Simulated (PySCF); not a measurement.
SMILES c1([c]cccc1)OC (C7H7O), doublet at its GFN2-xTB optimised geometry (Å):

```
15

C     -1.2643     2.5051     0.0030
O     -1.8853     1.2447     0.0000
C     -1.1041     0.1333     0.0000
C     -1.7057    -1.1056    -0.0002
C     -1.0553    -2.2945    -0.0003
C      0.3425    -2.2786    -0.0004
C      0.9948    -1.0627    -0.0003
C      0.2952     0.1333     0.0000
H     -2.0752     3.2319     0.0029
H     -0.6474     2.6541    -0.8898
H     -0.6502     2.6510     0.8982
H     -1.5905    -3.2319    -0.0003
H      0.8928    -3.2073    -0.0004
H      2.0752    -1.0343    -0.0003
H      0.8382     1.0665     0.0001
```

Method: unrestricted B3LYP/def2-TZVP (PySCF). Cells within 0.4 Å of a nucleus heavier than hydrogen are left out (blank, or x).

Map of the spin density (e/bohr³), clipped to [-0.05, 0.10] on the plane z = 0.0 Å:

```
|0000000000000000000000000000000|
|0000000000000000000000000000000|
|0000000000000000000000000000000|
|0000000000000000000000000000000|
|0000000000000000000000000000000|
|0000000000000000000000000000000|
|0000000000000000000000000000000|
|0000000000000000000000000000000|
|00000000000xx000000000000000000|
|00000000000xx000000000000000000|
|0000000000000000000000000000000|
|000000000xx00000000000000000000|
|000000000xx00000000000000000000|
|0000000000000000000000000000000|
|000000000000x00xx00000000000000|
|00000000000xxx0xx00000000000000|
|0000000011001000000000000000000|
|0000000137x2310000x000000000000|
|0000000159xx41000xx000000000000|
|0000000138x12000000000000000000|
|0000000011001000000000000000000|
|000000000000xx0xxx0000000000000|
|000000000000x001x00000000000000|
|0000000000000000000000000000000|
|0000000000010000000000000000000|
|0000000000000000000000000000000|
|0000000000000000000000000000000|
|0000000000000000000000000000000|
|0000000000000000000000000000000|
|0000000000000000000000000000000|
|0000000000000000000000000000000|
```
Scale: ten equal steps from -0.002 (start of '0') to 0.100 (end of '9'), in the order '0123456789'; x runs from -5.50 to 5.50, y from -5.50 (bottom) to 5.50 (top).
